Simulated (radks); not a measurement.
The nuclear charge of neutral phosphorus is varied continuously with 15 electrons held in [Ne] 3s2 3p3. All-electron calculation, scalar-relativistic Kohn-Sham, PBE, spin-polarised, spherical densities, finite nucleus; open shells are filled with parallel spins first; Fermi nuclear charge, rms radius 3.1889 fm. Program: a radial shooting solver on a logarithmic mesh with Libxc functionals. By the Hellmann-Feynman theorem dE/dZ = E(electron-nucleus)/Z, the electronic potential at the nucleus (averaged over a nucleus of fixed radius). The scalar-relativistic energy here is not variational (the density holds large components alone), so the two differ by a part that grows with Z.

| Z | E (hartree) | E(electron-nucleus)/Z (hartree) | HOMO | e(HOMO) (eV) | <r> HOMO (bohr) |
|---|---|---|---|---|---|
| 14.75 | -328.51821 | -53.2123 | 3p | -3.984 | 2.494 |
| 15 | -341.97064 | -54.3821 | 3p | -6.283 | 2.327 |
| 15.25 | -355.71548 | -55.5500 | 3p | -8.836 | 2.188 |
| 15.5 | -369.75231 | -56.7164 | 3p | -11.630 | 2.068 |
| 15.75 | -384.08084 | -57.8818 | 3p | -14.657 | 1.964 |
| 16 | -398.70085 | -59.0464 | 3p | -17.909 | 1.873 |

The central difference of E at Z = 15 is -54.395 hartree, to compare with the third column; the second derivative is -4.68 hartree.
